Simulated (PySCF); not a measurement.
C₈H₉BO₂: full NMR table

```
Formula                               : C8H9BO2
SMILES                                : Bc1ccccc(OC)c1=O
InChI                                 : InChI=1S/C8H9BO2/c1-11-7-5-3-2-4-6(9)8(7)10/h2-5H,9H2,1H3
Point group of the computed structure : C1
Carbon signals                        : 8
Proton signals                        : 6
```

Atoms are numbered as in `[BH2:1][c:2]1[cH:3][cH:4][cH:5][cH:6][c:7]([O:8][CH3:9])[c:10]1=[O:11]`. Hydrogens are named by the atom that carries them.

Computational details: PBE0/pcSseg-1 with gauge-including orbitals, spin–spin couplings from B3LYP/pcJ-1 (spin–dipole term only in couplings to heteroatoms), geometry from PBE0-D3(BJ)/def2-SVP, in PySCF 2.14 (relativity neglected, in vacuum, rapidly exchanging positions averaged, a single conformation).

Referencing at the same level of theory: ¹H (σ = 31.27 ppm), ¹³C (σ = 184.41 ppm) vs TMS; ¹¹B (σ = 100.73 ppm) against BF3·OEt2; ¹⁷O (σ = 334.56 ppm) against H2O.

```tsv
carbon	δC, type	δH (multiplicity, J in Hz)	HMBC from (abs. J ≥ 3 Hz)	span of the C tensor (ppm)
C2	154.1, C	–	H(B1), H(C4)	199
C3	160.4, CH	7.87 (d, 9.4)	H(C5), H(B1)	236
C4	129.6, CH	6.76 (dd, 11.9, 9.4)	H(C6)	210
C5	145.2, CH	7.07 (dd, 11.9, 11.1)	H(C3)	238
C6	109.1, CH	5.97 (d, 11.1)	H(C4)	185
C7	176.9, C	–	H(C5), H(C6), H(C9)	182
C9	54.7, CH3	3.72 (s)	–	73
C10	185.3, C	–	H(C3), H(B1), H(C6)	184
```

Other nuclei:
```csv
atoms,nucleus,environment,δ (ppm),σ (ppm)
H(B1),¹H,hydrogen on a boron bonded to C,6.99,24.28
B1,¹¹B,"boron bonded to C, 2 H",76.1,24.7
O11,¹⁷O,carbonyl oxygen,663.3,-328.7
O8,¹⁷O,ether oxygen,147.4,187.2
```

Selected couplings (Hz, signed; the shortest-range and largest first, 30 at most; isotopes ¹³C, ¹H, ¹¹B): ¹J(C4,H(C4)) 167.8, ¹J(C3,H(C3)) 164.5, ¹J(C5,H(C5)) 162.6, ¹J(C6,H(C6)) 158.8, ¹J(C9,H(C9)) 150.5, ¹J(B1,H(B1)) 139.7, ¹J(B1,C2) 67.1, ²J(B1,C3) 3.9, ²J(B1,C10) 2.1, ³J(H(C4),H(C5)) 11.9, ³J(H(C5),H(C6)) 11.1, ³J(H(C3),H(C4)) 9.4, ³J(B1,H(C3)) 7.2, ³J(B1,C4) 5.4, ³J(B1,C7) 2.4.

- δC 185.3: ring carbonyl carbon.
- δC 176.9, 154.1: unsaturated ring carbon.
- δC 160.4, 145.2, 129.6, 109.1: unsaturated ring CH.
- δC 54.7: methyl carbon bonded to O; deshielded by the electronegative neighbour.
- δH 3.72: hydrogen on a methyl carbon bonded to O; its carbon carries O, which withdraws density.
- The protons at 6.76 and 7.07 share a coupling of 11.9 Hz (vicinal, an ortho-type coupling).
- The protons at 7.07 and 5.97 share a coupling of 11.1 Hz (vicinal, an ortho-type coupling).
- The protons at 7.87 and 6.76 share a coupling of 9.4 Hz (vicinal, an ortho-type coupling).

Hydrogens on boron are broadened and split by ¹¹B (spin 3/2, 80 %) and 10B (spin 3). A carbon bonded to boron is broadened by the quadrupolar boron nucleus and is often missing from a measured spectrum. Multiplet labels drop couplings under 1 Hz and merge nearly equal ones. Unscaled 3J(H,H) at this level run about 10 % above measured values. Shifts are as computed. Against solution values, carbons near 30 ppm lie about +2 ppm off and those near 130 ppm about +5 ppm (rms about the fit 1.9 ppm; single classes can miss by 10 ppm). Of 1328 compounds with measured shifts, 309 miss one by over three times the rms of a fit or turn the order of signals round; such compounds aren't used in these exercises. Signals without a measured value on file couldn't be tested in this way; 1H shifts scatter by 0.2 ppm about their fit, and single ones miss by 0.5 ppm. Unscaled 17O shifts of doubly bonded oxygen tend to come out too high, by tens of ppm or more. Experimental scales use liquid or dissolved standards, which lie at an offset from isolated H2O (liquid H2O: subtract about 36 ppm).
